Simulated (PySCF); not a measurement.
GeHFBr2, SMILES [F][GeH]([Br])[Br].

Geometry optimised at B3LYP-D3(BJ)/def2-SVP. This is a generated structure with no PubChem entry under its InChIKey; it may be hypothetical.

Method: B3LYP-D3(BJ)/def2-SVP in PySCF.

Frequencies are harmonic and unscaled.

List the normal modes with their intensities. (Estimate from the structure and the level; the computed values follow.)


```csv
mode,ν (cm⁻¹),IR (km/mol),moving atoms (share of kinetic energy)
1,96,0.7,"Br 74 %, Ge 20 %"
2,173,6.3,"F 79 %, Br 18 %"
3,181,9.0,"F 49 %, Ge 32 %, Br 19 %"
4,294,17.9,"Br 53 %, Ge 44 %"
5,337,74.4,"Ge 61 %, Br 37 %"
6,682,120.1,H 98 %
7,711,104.9,"H 58 %, F 27 %, Ge 15 %"
8,727,15.5,"F 54 %, H 37 %, Ge 8 %"
9,2181,56.9,H 99 %
```
